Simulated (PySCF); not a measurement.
Estimate the missing entries of this data sheet.

3-chlorobenzonitrile, C₇H₄ClN.
SMILES: `N#CC1=CC=CC(Cl)=C1`

```csv
property,level,value
point group,PBE0-D3(BJ)/def2-TZVP,Cs
"rotational constants A, B, C",PBE0-D3(BJ)/def2-TZVP,?
dipole moment,B97-2/pcSseg-2,4.03 D
HOMO energy,B97-2/pcSseg-2,?
LUMO energy,B97-2/pcSseg-2,?
13C chemical shifts (computed TMS as zero) by class,GIAO B97-2/pcSseg-2,?
1H chemical shifts (computed TMS as zero) by class,GIAO B97-2/pcSseg-2,"7.88 (1 H), 7.74 (1 H), 7.70 (1 H), 7.58 (1 H) ppm"
"isotropic shieldings of nuclei other than C and H, by class",GIAO B97-2/pcSseg-2,?
```

Gas-phase values; electronic properties from PySCF, density fitting. Isolated species at its PBE0-D3(BJ)/def2-TZVP geometry, gas phase.

Q: Give the LUMO energy.

A: -1.95 eV.

Q: What are the 13C chemical shifts (computed TMS as zero) by class?

A: 148.7 (1 C), 140.7 (1 C), 139.6 (1 C), 137.5 (1 C), 136.3 (1 C), 124.3 (1 C), 121.6 (1 C) ppm.

Q: The HOMO energy?

A: -7.57 eV.

Q: Give the isotropic shieldings of nuclei other than C and H, by class.

A: -46 (1 N), 695 (1 Cl) ppm.

Q: The rotational constants A, B, C?

A: 2.801, 0.896, 0.679 GHz.

The rotational constants make it an asymmetric top with κ = (2B − A − C)/(A − C) = -0.80, nearer the prolate limit (−1). With B = h/(8π²I), that is 505.379 GHz u Å² over I, the principal moments of inertia are 180.4, 563.9 and 744.4 u Å² (most abundant isotopes). The dipole equals about 13.5 × 10⁻³⁰ C·m (1 D = 3.33564 × 10⁻³⁰ C·m).

For the NMR shielding job (B97-2/pcSseg-2), hardware: 2 threads, Intel Xeon at 2.50 GHz (x86_64), on a shared host. Cost: 2.3 min wall, 4.5 min CPU, 3.2 GiB resident at most.
